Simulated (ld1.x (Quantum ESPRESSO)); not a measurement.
**tellurium (Te): from the effect back to the setting (TM semilocal)**

Base potential:

Te (Z = 52), norm-conserving Troullier–Martins (semilocal form), made with ld1.x (Quantum ESPRESSO) 7.5 (BP86, scalar-relativistic). Core [Ar] 3d10, reference 4s2 4p6 4d10 5s2 5p4. Waves: 4s (bound): rc 0.80 bohr; 4d (bound): rc 0.80 bohr; 4p (bound): rc 1.20 bohr. Local part: the p channel. Core correction: none.

Occupied shells without a wave of their own: 5p, 5s. They enter only through the test configuration that unscreens the potential.

Cutoffs, loose and tight: the cutoffs (Ry, on a coarse ladder) from which the occupation-weighted sum of valence levels, in a spherical-Bessel basis at the reference potential, stays within 10 and 1 mRy of its value at 400 Ry. They do not see the model core or the augmentation charge, which bear on the density cutoff. Test errors are all-electron minus pseudo excitation energies from the reference, over the configurations 4s2 4p6 4d10 5s2 5p3; 4s2 4p6 4d10 5s2 5p2; 4s2 4p6 4d10 5s2 5p1; 4s2 4p6 4d9 5s2 5p5; 4s2 4p6 4d10 5s2 5p0; 4s2 4p6 4d10 5s2 5p4.3; 4s2 4p6 4d10 5s1 5p4; variants that change the core or the reference have their own tests.

Only the scale of all radii (base = 1) is moved:

```csv
scale of all radii (base = 1),bound ghosts,largest test error (meV),median size of the test errors
0.78,not determined,-1131,393.9 meV
0.9,none,-2156,419.3 meV
1.21,none,-7562,1236.0 meV
1.33,none,-8118,1944.5 meV
```

Task: One more run gave bound ghosts: none; largest test error (meV): -5712; median size of the test errors: 941.7 meV. Which value of the scale of all radii (base = 1) was used?

Result: 1.1. The median size of the test errors moves one way along this sweep, from 393.9 meV at 0.78 to 1944.5 meV at 1.33, which places the run between 0.9 and 1.21.
